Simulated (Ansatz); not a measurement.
Ansatz (a quantum-chemistry and plane-wave program) input (HSE06/def2-TZVPD):

Ansatz 0.2 input:
```yaml
crystal:
  periodic: [false, false, false]
  atoms:
    - {symbol: C, position_ang: [2.32789572, -0.42765613, -0.50848369]}
    - {symbol: C, position_ang: [1.50607480, -0.30299822, 0.77295281]}
    - {symbol: C, position_ang: [0.19692976, -0.06002438, 0.95542187]}
    - {symbol: C, position_ang: [-0.70239563, 0.13849557, -0.24261442]}
    - {symbol: C, position_ang: [-1.33982300, 1.53421192, -0.18457204]}
    - {symbol: C, position_ang: [-1.80533704, -0.92978637, -0.24342187]}
    - {symbol: H, position_ang: [1.72514454, -0.29226280, -1.40941714]}
    - {symbol: H, position_ang: [3.14023290, 0.31402311, -0.54759742]}
    - {symbol: H, position_ang: [2.81417479, -1.41182524, -0.58881737]}
    - {symbol: H, position_ang: [2.14075191, -0.44408932, 1.65990710]}
    - {symbol: H, position_ang: [-0.20669138, 0.06859332, -1.23698037]}
    - {symbol: H, position_ang: [-2.04667090, 1.69708957, -1.01031540]}
    - {symbol: H, position_ang: [-1.86520111, 1.65573899, 0.76757979]}
    - {symbol: H, position_ang: [-0.56929943, 2.30820063, -0.23295857]}
    - {symbol: H, position_ang: [-2.51569032, -0.78546298, -1.06960837]}
    - {symbol: H, position_ang: [-1.36969137, -1.92832971, -0.33414333]}
    - {symbol: H, position_ang: [-2.34712728, -0.89512989, 0.70665516]}
basis:
  gaussian:
    orbitals: def2-TZVPD
hamiltonian:
  xc: {name: HSE06}
total_charge: -1
output: {forces: true}
```

End of the output:

```
integrals: 0.37 GiB planned
1605 factors; their error is unknown
integrals: 0.41 GiB planned
249 factors; integrals over basis functions are off by at most 3.0e-7 eV
0.49 GiB of the device are held for the grids
2.18 GiB of device memory are held for the factors and their scratch space
mean field: 2.47 GiB planned
mean field evaluation 1: about -6382.6717 eV, gradient 6.5e1 eV
mean field evaluation 2: about -6325.0735 eV, gradient 1.3e2 eV
mean field evaluation 4: about -6393.3138 eV, gradient 8.6e0 eV
mean field evaluation 8: about -6393.5579 eV, gradient 1.7e-1 eV
mean field evaluation 16: about -6393.5214 eV, gradient 1.0e-2 eV
mean field -6393.52137438 eV, -234.9575768241 hartree, gradient 7.1e-6 eV, S^2 0.000000; 0 other end points of the search recorded, 0 dependent functions left out
the calculation of the forces begins
reference -6393.52144464 eV, -234.9575794062 hartree; 24, 24 occupied and 297, 297 virtual orbitals, 1605 factors
Total energy: -6393.52144464 eV, -234.9575794062 hartree
Atom 0 at     2.327896    -0.427656    -0.508484 Å, force    -0.102309     0.015875     0.144613 eV/Å
Atom 1 at     1.506075    -0.302998     0.772953 Å, force     0.111307    -0.018424    -0.109080 eV/Å
Atom 2 at     0.196930    -0.060024     0.955422 Å, force    -0.013298     0.007528    -0.210021 eV/Å
Atom 3 at    -0.702396     0.138496    -0.242614 Å, force    -0.178214     0.030447     0.134908 eV/Å
Atom 4 at    -1.339823     1.534212    -0.184572 Å, force     0.064269    -0.180750    -0.021699 eV/Å
Atom 5 at    -1.805337    -0.929786    -0.243422 Å, force     0.125938     0.145665    -0.013903 eV/Å
Atom 6 at     1.725145    -0.292263    -1.409417 Å, force    -0.021059     0.004896    -0.038425 eV/Å
Atom 7 at     3.140233     0.314023    -0.547597 Å, force     0.000544     0.013791     0.018338 eV/Å
Atom 8 at     2.814175    -1.411825    -0.588817 Å, force    -0.004682    -0.013870     0.017678 eV/Å
Atom 9 at     2.140752    -0.444089     1.659907 Å, force    -0.010301     0.001484     0.019340 eV/Å
Atom 10 at    -0.206691     0.068593    -1.236980 Å, force     0.040999    -0.008026     0.011718 eV/Å
Atom 11 at    -2.046671     1.697090    -1.010315 Å, force    -0.015169    -0.008307    -0.018070 eV/Å
Atom 12 at    -1.865201     1.655739     0.767580 Å, force    -0.016383    -0.003740     0.039186 eV/Å
Atom 13 at    -0.569299     2.308201    -0.232959 Å, force     0.027117     0.024182     0.002425 eV/Å
Atom 14 at    -2.515690    -0.785463    -1.069608 Å, force    -0.010938     0.014090    -0.017535 eV/Å
Atom 15 at    -1.369691    -1.928330    -0.334143 Å, force     0.016410    -0.032489     0.001071 eV/Å
Atom 16 at    -2.347127    -0.895130     0.706655 Å, force    -0.014232     0.007645     0.039458 eV/Å
Dipole moment:    -0.145550     0.047618    -0.842403 e Å
```

It need not be the lowest isomer of its formula. Whether it binds its extra electron was not tested at this geometry.
